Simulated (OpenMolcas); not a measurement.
# Ce3+: moving or changing the point charges

Ce3+ among 6 point charges of -1 e arranged as a trigonal antiprism (D3d), 2.69 Å from the ion, with a polar angle of 62.4° against the regular 54.74°.

| Quantity | Value |
| --- | --- |
| Program | OpenMolcas |
| Method | SS-CASPT2, IPEA 0.25 Eh, imaginary shift 0.1 Eh (closed shells correlated: 5s 5p) |
| Basis | ANO-RCC-VDZP [7s6p4d2f1g] |
| Scalar Hamiltonian | DKH2, point nucleus |
| Active space | 1 electron in 7 orbitals (4f) |
| State averaging | 2S+1 = 2 odd, 7 roots |
| Spin-orbit coupling | RASSI with atomic mean-field integrals over the reference wave functions |

Runs around this geometry, states (labels of D3, the rotations of D3d). Energies in cm-1 above the lowest state or level, χT in cm3 K/mol.

| R (Å) | q (e) | Ground state | First state of that spin | First gap with spin-orbit (degeneracies) | Width of lowest J | χT at 300 K |
| --- | --- | --- | --- | --- | --- | --- |
| 2.69 | -0.5 | 2E | 2A2 14 | 140 (2, 2) | 485 | 0.777 |
| 2.69 | -1 | 2A2 | 2E 77 | 350 (2, 2) | 906 | 0.707 |
| 2.94 | -1 | 2A2 | 2E 28 | 240 (2, 2) | 695 | 0.749 |
| 3.14 | -1 | 2A2 | 2E 2 | 200 (2, 2) | 582 | 0.765 |

Taking the width of the lowest J multiplet as R^-n, n = -ln(582 / 906) / ln(3.14 / 2.69) = 2.9 between the shortest and longest distance.

Scaling the charges by -0.5 / -1 = 0.50 scales the width of the lowest J multiplet by 485 / 906 = 0.54; with fixed orbitals a first-order splitting would follow the charge.

The ground state changes within this set.

Roots that are degenerate in the reference are averaged as groups; the widest CASPT2 spread within a group is 32 cm-1 (the 2-fold group of multiplicity 2 near 591 cm-1 above the lowest state of its run, R = 2.69, q = -1). Shifts and gaps below about the spread of the groups concerned are not significant. Point charges carry no covalency, so the field is a model and not that of real ligands. No measured value stands beside these numbers.
